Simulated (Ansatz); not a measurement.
Consider the formal exchange of groups at the Si–N bond: `N#C[SiH2]N[SiH3]` + fluoromethane → `N#C[SiH2]CF` + `N[SiH3]`.

Program: Ansatz. Geometries: PBE0-D4/def2-TZVP. ΔE: electronic, gas phase. CCSD(T)/CBS adds triple-zeta CCSD(T) − MP2 to the extrapolated MP2 energy (def2 sets, frozen cores). This one scheme is used for every species. Functionals use def2-TZVPP. HSE06 is defined as in plane-wave codes. One conformer a species, not always the lowest.

`N#C[SiH2]N[SiH3]`:

```xyz
11

N     1.623   -2.846    0.973
C     1.331   -1.732    1.002
Si    0.826    0.060    1.041
N    -0.688    0.313    0.294
Si   -1.008    0.644   -1.380
H     0.781    0.416    2.476
H     1.880    0.789    0.306
H    -1.496    0.113    0.869
H    -1.629   -0.516   -2.070
H     0.304    0.952   -2.002
H    -1.925    1.806   -1.509
```

`CF`:

Z-matrix (Å, degrees):
```
C
F 1 1.376
H 1 1.092 2 109.1
H 1 1.092 2 109.1 3 -120.0
H 1 1.092 2 109.1 3 120.0
```

`N#C[SiH2]CF`:

```xyz
9

N     0.315   -2.844    0.749
C     0.101   -1.872    0.169
Si   -0.225   -0.275   -0.708
C     0.151    1.092    0.542
F    -0.078    2.323   -0.056
H     0.675   -0.212   -1.879
H    -1.646   -0.268   -1.117
H     1.194    1.051    0.872
H    -0.488    1.007    1.427
```

`N[SiH3]`:

Cartesian coordinates in Å:
```
N -0.263 0.463 -0.924
Si 0.242 -0.208 0.577
H -1.134 0.966 -0.977
H -0.094 -0.043 -1.778
H 0.124 0.850 1.613
H -0.534 -1.390 1.059
H 1.657 -0.638 0.431
```

| level | ΔE (kJ/mol) | difference from CCSD(T)/CBS |
| --- | --- | --- |
| PBE0-D4 | 81.1 | -6.9 |
| r2SCANh-D4 | 83.7 | -4.3 |
| PBE0 | 78.2 | -9.8 |
| HSE06 | 78.2 | -9.8 |
| HF/def2-SVP | 96.0 | 8.0 |
| MP2/def2-TZVPP | 92.1 | 4.1 |
| SCS-MP2/def2-TZVPP | 92.2 | 4.2 |
| CCSD/def2-TZVPP | 89.0 | 1.0 |
| MP2/def2-QZVPP | 92.3 | 4.3 |
| SCS-MP2/def2-QZVPP | 92.5 | 4.5 |
| CCSD(T)/CBS | 88.0 | 0 |

Largest T1 diagnostic among the species: 0.013.

From PBE to PBE0 (25 % exact exchange), in def2-TZVPP and without D4, ΔE moves by +6.6 kJ/mol. Leaving LDA and LC-ωPBE aside and taking each functional with its dispersion term where it has one, the values, not all of them listed here, spread over 18.3 kJ/mol, from PBE-D4 to BHLYP-D4.
